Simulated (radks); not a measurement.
Values are calculated unless marked as measured or tabulated.
Task: The bismuth ion Bi3+, [Hg]. Code: a radial shooting solver on a logarithmic mesh with Libxc functionals. Model: non-relativistic Kohn-Sham, r2SCAN, spin-polarised, spherical densities, point nucleus; meta-GGA in the generalised Kohn-Sham scheme. Every spin shell is full or empty, so the densities are truly spherical. Functionals are evaluated on that one density, not self-consistently. Rank these exchange functionals by their error against the exact value of the orbitals, and give that value: LDA, PBE, PBEsol, RPBE, PW91, OPTX, WC, EV93, r2SCAN.

Result: Exact: -365.421 hartree. From best to worst, with 100 (|E| - |E exact|)/|E exact| (equal figures are ties): PW91 +0.02, r2SCAN -0.19, RPBE -0.25, PBE -0.36, EV93 -0.53, WC -0.64, PBEsol -1.79, OPTX +1.92, LDA -3.77.
